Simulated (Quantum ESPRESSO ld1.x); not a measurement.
Species: Zr2+. Configuration: [Kr] 4d1 7f1 (not the ground configuration). Calculated with ld1.x of Quantum ESPRESSO 7.5: scalar-relativistic Kohn-Sham, LDA (Slater exchange, VWN5 correlation), spin-polarised, spherical densities, point nucleus; open shells are filled with parallel spins first.

Radial electron density D(r) = 4 pi r^2 rho(r):

| r (bohr) | D(r) (e/bohr) | spin D(r) |
|---|---|---|
| 0.002094 | 2.625 | -0.0000264 |
| 0.002953 | 4.732 | -0.0000475 |
| 0.004166 | 8.293 | -0.0000832 |
| 0.005876 | 13.97 | -0.000140 |
| 0.008289 | 22.25 | -0.000222 |
| 0.01169 | 32.78 | -0.000330 |
| 0.01636 | 43.17 | -0.000451 |
| 0.02308 | 49.75 | -0.000591 |
| 0.03255 | 48.68 | -0.000812 |
| 0.04592 | 43.19 | -0.00117 |
| 0.06477 | 44.71 | -0.000708 |
| 0.09137 | 56.83 | 0.00569 |
| 0.1289 | 60.26 | 0.0300 |
| 0.1803 | 44.72 | 0.0779 |
| 0.2544 | 37.76 | 0.123 |
| 0.3588 | 45.64 | 0.0977 |
| 0.5062 | 33.42 | 0.0121 |
| 0.714 | 13.58 | 0.0445 |
| 1.007 | 9.367 | 0.340 |
| 1.421 | 7.010 | 0.627 |
| 1.988 | 2.432 | 0.519 |
| 2.804 | 0.3813 | 0.199 |
| 3.956 | 0.02939 | 0.0253 |
| 5.58 | 0.01901 | 0.0190 |
| 7.87 | 0.01335 | 0.0133 |
| 11.1 | 0.03015 | 0.0302 |
| 15.66 | 0.002237 | 0.00224 |
| 21.91 | 0.08990 | 0.0899 |
| 30.91 | 0.009670 | 0.00967 |

D(r) has 6 maxima, at r = 0.0260, 0.115, 0.368, 6.55, 12.4, 22.6 bohr, and minima at 0.0526, 0.235, 4.72 bohr, inside which lie 2.03, 11.05, 37.04 electrons.
